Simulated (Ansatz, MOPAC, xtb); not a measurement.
The molecule S2-, multiplicity 2 (lowest of 2S+1 = 2, 4 at CCSD(T)/def2-TZVPP on PBE0 minima; our sources give no spin for the ground state, which may be another).

The constants come from a fifth-degree fit in 1/R (seven points, main isotopes). Runs in def2 and cc sets follow the lowest solution found near the PBE0 minimum.

The values were computed with Ansatz (an electronic-structure program); MOPAC for PM3, PM6, PM7 (differences of heats of formation); xtb for the GFN methods. Each number belongs to the level named beside it. The GFN methods have no spin term and hold the electronic entropy of 300 K.

| level | r_e (Å) | ω_e (cm⁻¹) | α_e (cm⁻¹) | B_e (cm⁻¹) |
|---|---|---|---|---|
| PM3 | 1.936 | 689 | 0.0015 | 0.281 |
| PM6 | 1.971 | 646 | 0.00077 | 0.271 |
| PM7 | 1.923 | 601 | 0.00097 | 0.285 |
| GFN1-xTB | 2.043 | 608 | 0.0012 | 0.253 |
| GFN2-xTB | 1.979 | 609 | 0.0017 | 0.269 |
| SVWN5/def2-TZVPP | 2.009 | 580 | 0.0015 | 0.261 |
| PBE/def2-TZVPP | 2.030 | 560 | 0.0015 | 0.256 |
| r2SCAN/def2-TZVPP | 2.014 | 581 | 0.0015 | 0.260 |
| B97M-V/def2-TZVPP | 2.005 | 591 | 0.0015 | 0.262 |
| B3LYP/def2-TZVPP | 2.028 | 564 | 0.0015 | 0.257 |
| PBE0/def2-TZVPP | 2.002 | 603 | 0.0014 | 0.263 |
| BHLYP/def2-TZVPP | 1.999 | 610 | 0.0014 | 0.264 |
| CAM-B3LYP/def2-TZVPP | 2.005 | 601 | 0.0014 | 0.262 |
| wB97X-V/def2-TZVPP | 1.993 | 628 | 0.0013 | 0.265 |
| wB97M-V/def2-TZVPP | 2.004 | 610 | 0.0014 | 0.263 |
| B2PLYP/def2-TZVPP | 2.022 | 571 | 0.0016 | 0.258 |
| CCSD/aug-cc-pV(T+d)Z | 2.009 | 594 | 0.0015 | 0.261 |
| CCSD/def2-TZVPP | 2.014 | 594 | 0.0015 | 0.260 |
| CCSD/aug-cc-pV(Q+d)Z | 1.999 | 605 | 0.0015 | 0.264 |
| CCSD/def2-QZVPP | 2.001 | 606 | 0.0015 | 0.263 |
| CCSD(T)/aug-cc-pV(T+d)Z | 2.021 | 573 | 0.0016 | 0.258 |
| CCSD(T)/def2-TZVPP | 2.025 | 573 | 0.0016 | 0.257 |
| CCSD(T)/aug-cc-pV(Q+d)Z | 2.010 | 584 | 0.0016 | 0.261 |
| CCSD(T)/def2-QZVPP | 2.012 | 585 | 0.0016 | 0.261 |
| CCSD(T)/CBS(aug-cc-pV(T+d)Z, aug-cc-pV(Q+d)Z) | 2.004 | 590 | 0.0016 | 0.263 |
| CCSD(T)/CBS(def2-TZVPP, def2-QZVPP) | 2.007 | 591 | 0.0015 | 0.262 |

Cores are frozen in the correlated methods. CBS: X⁻³ extrapolation of the correlation energy, Hartree–Fock from the larger set. The state that PM3, PM6, PM7 reach isn't checked; PM7 holds dispersion and hydrogen-bond terms.
